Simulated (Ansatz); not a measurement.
CH7AlOSSi (`[AlH2][O]CS[SiH3]`). The species carries charge 0 and has multiplicity 1. The geometry is a stationary point of PBE0-D4/def2-TZVP. It is one conformer, not always the lowest.

```xyz
12

Al    0.878    0.991   -1.285
O    -0.889    1.088   -1.166
C    -1.348   -0.134   -0.813
S     0.161   -1.227   -0.387
Si    0.420   -0.674    1.687
H     1.487    0.805   -2.736
H     1.701    1.678   -0.111
H    -2.000   -0.131    0.068
H    -1.829   -0.690   -1.627
H    -0.125    0.689    1.876
H    -0.325   -1.650    2.521
H     1.870   -0.745    1.972
```

Q: What is the dipole moment at r2SCAN/def2-TZVPP? (Estimate.)

A: Computed: 2.86 D, with components (-1.19, -1.77, 1.91) D in this frame, pointing from negative to positive charge.

Q: And with PBE, B3LYP, ωB97M-V? (Best estimate.)

A: Computed: PBE 2.77 D, B3LYP 2.92 D, ωB97M-V 2.98 D.

Q: Give the Mulliken charges with r2SCAN, PBE, B3LYP in def2-TZVPP. (Estimate.)

A: The calculation gave: 
```csv
atom,r2SCAN,PBE,B3LYP
Al1,0.51,0.38,0.48
O2,-0.43,-0.34,-0.41
C3,0.20,0.06,0.08
S4,-0.22,-0.17,-0.21
Si5,0.29,0.21,0.27
H6,-0.18,-0.14,-0.17
H7,-0.19,-0.15,-0.18
H8,0.06,0.10,0.10
H9,0.07,0.11,0.11
H10,-0.02,0.00,-0.01
H11,-0.05,-0.04,-0.04
H12,-0.03,-0.02,-0.03
```

B3LYP here is the variant with VWN-RPA as its local correlation; programs differ in this.
